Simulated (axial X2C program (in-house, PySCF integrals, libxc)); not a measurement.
Which molecule has these constants?

Calculated with an in-house all-electron X2C program for linear molecules (integrals from PySCF), spin-free (one-electron X2C) or two-component (2c: spin–orbit coupling with atomic mean-field Coulomb and Gaunt terms, which also bring small scalar terms), in Dyall basis sets with cores contracted in-house; open shells are unrestricted.

A two-component PBE0 calculation in a Dyall 3-zeta basis gave Re = 2.338 Å, ωe = 260.2 cm⁻¹, De = 1.80 eV, dipole magnitude 3.88 D, Ω = 3/2.

Task: Which molecule is it?
A. CrGa
B. CrAs
C. CaCr
D. CrBr
E. CrSe

Result: B. The others have CrGa 2.698 Å and 168.9 cm⁻¹ (Ω = 5/2); CaCr 3.174 Å and 129.6 cm⁻¹ (Ω = 3); CrSe 2.264 Å and 300.8 cm⁻¹ (Ω = 1); CrBr 2.340 Å and 301.0 cm⁻¹ (Ω = 5/2).

Each entry is the lowest single determinant of a limited PBE0 search at one distance. De goes to single-determinant-based atoms at the same level (for ions the charge split of lowest energy) and is withheld (n/a) where an atom does not fit its ground term or J level. Main or longest-lived isotopes. One determinant is a doubtful description, or other states lie close, for CrAs, CrGa, CaCr, CrSe, CrBr; these need not be ground states, and all values refer to the states named. Some open-shell Ω = 0 determinants are out of reach, so the Ω given for CaCr, CrSe need not be the lowest component. With several unpaired electrons the Ω given is that of one determinant, not necessarily of the lowest component. The functionals have no current term, which raises determinants with orbital currents.
